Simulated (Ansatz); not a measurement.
```yaml
crystal:
  periodic: [false, false, false]
  atoms:
    - {symbol: Sr, position_ang: [-1.037675, 0.938876, 4.086089]}
    - {symbol: Sr, position_ang: [1.105700, -0.930333, -4.070230]}
    - {symbol: Sr, position_ang: [-0.068025, -0.008533, -0.015850]}
basis:
  gaussian: {orbitals: def2-SVPD}
total_charge: 2
hamiltonian: {xc: {name: revPBE}}
scf: {omitted_lower_state_checks: [starts]}
output: {forces: true}
```

```sh
$ ansatz run in.yaml --threads 4 --pin off --events-out ev --progress --plain --max-ram 3916MiB
```

It prints (some lines left out):

```
Functional definition: revPBE
888 factors; their error is unknown
mean field evaluation 1: about -2493.4549 eV, gradient 1.4e1 eV
mean field evaluation 2: about -2487.1094 eV, gradient 2.9e1 eV
mean field evaluation 4: about -2495.1842 eV, gradient 7.1e-1 eV
mean field evaluation 8: about -2495.1834 eV, gradient 2.3e-2 eV
mean field evaluation 16: about -2495.1834 eV, gradient 8.3e-6 eV
mean field -2495.18337134 eV, -91.6962976007 hartree, gradient 8.3e-6 eV, S^2 0.000000; 0 other end points of the search recorded, 0 dependent functions left out
reference -2495.18345071 eV, -91.6963005175 hartree; 14, 14 occupied and 64, 64 virtual orbitals, 888 factors
Total energy: -2495.18345071 eV, -91.6963005175 hartree
Atom 0 at    -1.037675     0.938876     4.086089 Å, force     0.014802    -0.014195    -0.061533 eV/Å
Atom 1 at     1.105700    -0.930333    -4.070230 Å, force    -0.017420     0.013902     0.061069 eV/Å
Atom 2 at    -0.068025    -0.008533    -0.015850 Å, force     0.002618     0.000293     0.000464 eV/Å
Dipole moment:     0.007639     0.000969     0.001824 e Å
Checks for a lower state left out: starts
```

Hardware: 4 threads of Arm Neoverse V2 on a shared host. Wall time 1 s.

In the def2 sets Sr takes a core potential; there is no spin–orbit coupling.

The dipole of an ion depends on the origin.
